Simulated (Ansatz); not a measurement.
Species: C3H6O, SMILES `C/C=C\O` (C–C–O–H torsion 180°) (charge 0, multiplicity 1).

Q: Give a relaxed geometry from Ansatz (a program for electronic structure) with B3LYP-D3(BJ)/def2-TZVP.

A: One answer among several that fit: the end point of this relaxation, one of several conformers (outside a Z-matrix the atoms follow the SMILES, hydrogens last).
Z-matrix (Å, degrees):
```
C
C 1 1.3275
O 2 1.3729 1 122.51
H 3 0.9608 2 109.53 1 -180.00
H 1 1.0831 2 116.46 3 -180.00
H 2 1.0844 1 121.73 5 0.00
C 1 1.4962 5 118.21 2 180.00
H 7 1.0888 1 111.37 5 180.00
H 7 1.0939 8 108.13 1 122.34
H 7 1.0939 8 108.13 9 115.33
```
